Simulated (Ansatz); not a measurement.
`O=[CH][Al]([OH])[SiH3]` + `C=C[Si](N)(O)O` → `C=C[Si](O)(O)[SiH3]` + `[NH2][Al]([OH])[CH]=O`  (redistribution)

Computed with Ansatz on PBE0-D4/def2-TZVP structures; ΔE is electronic, products minus reactants. CCSD(T)/CBS adds triple-zeta CCSD(T) − MP2 to the extrapolated MP2 energy (def2 sets, frozen cores). Functionals use def2-TZVPP. B3LYP here is the variant with VWN-RPA as its local correlation; programs differ in this. Each species was taken in one conformer, which may not be the lowest.

```
             level  ΔE (kJ/mol)  difference from CCSD(T)/CBS
            PBE-D4        -13.2                         -2.5
         r2SCAN-D4        -13.6                         -2.9
           PBE0-D4         -9.6                          1.1
          B3LYP-D4        -14.7                         -4.0
           ωB97X-V        -10.8                         -0.1
           ωB97M-V        -10.1                          0.6
            B2PLYP        -12.8                         -2.1
               PBE        -12.4                         -1.7
            r2SCAN        -13.3                         -2.6
              PBE0         -8.8                          1.9
             B3LYP        -13.3                         -2.6
     HF/def2-TZVPP         -5.1                          5.6
    MP2/def2-TZVPP        -12.3                         -1.6
SCS-MP2/def2-TZVPP        -11.9                         -1.2
   CCSD/def2-TZVPP         -8.1                          2.6
CCSD(T)/def2-TZVPP         -8.7                          2.0
     HF/def2-QZVPP         -5.5                          5.2
    MP2/def2-QZVPP        -13.6                         -2.9
SCS-MP2/def2-QZVPP        -13.2                         -2.5
      HF/CBS(def2)         -5.6                          5.1
     MP2/CBS(def2)        -14.3                         -3.6
    CCSD/CBS(def2)        -10.1                          0.6
       CCSD(T)/CBS        -10.7                            0
```

Largest T1 diagnostic among the species: 0.016.

In def2-TZVPP, CCSD(T) changes the Hartree–Fock value by −3.7 kJ/mol (the triples alone add −0.6 kJ/mol) and MP2 by −7.2 kJ/mol. From PBE to PBE0 (25 % exact exchange), in def2-TZVPP and without D4, ΔE moves by +3.6 kJ/mol.
